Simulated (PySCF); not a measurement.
**Zn(2+): excitation energy**

Zn(2+) [Ar] 3d10 (1S) → Zn(2+) [Ar] 3d9 4s1 (3D), as a difference of total energies. Calculation: PySCF 2.14, in x2c-TZVPPall with one added diffuse shell each of s, p, d, f type (7s6p5d3f1g, 80 functions); scalar relativity by spin-free X2C-1e. Correlated levels: valence: [Ar] frozen; valence and next inner shell: [Ne] frozen. The calculations carry no spin-orbit coupling.

```csv
method,excitation energy (eV)
UHF,8.090
LDA,9.781
PBE,9.441
PBE0,9.322
r2SCAN,9.209
revPBE,9.464
PBEsol,9.599
wB97M-V,9.645
PW91,9.454
MP2 (valence),10.221
SCS-MP2 (valence),10.031
MP2 (valence and next inner shell),10.616
SCS-MP2 (valence and next inner shell),10.340
```

Problem. How much does correlation contribute at MP2 (valence and next inner shell)?

Solution. 10.616 − (8.090) = 2.526 eV, measured against UHF.

A first-order spin-orbit estimate (lowest level to lowest level, LS coupling) adds -0.137 eV.
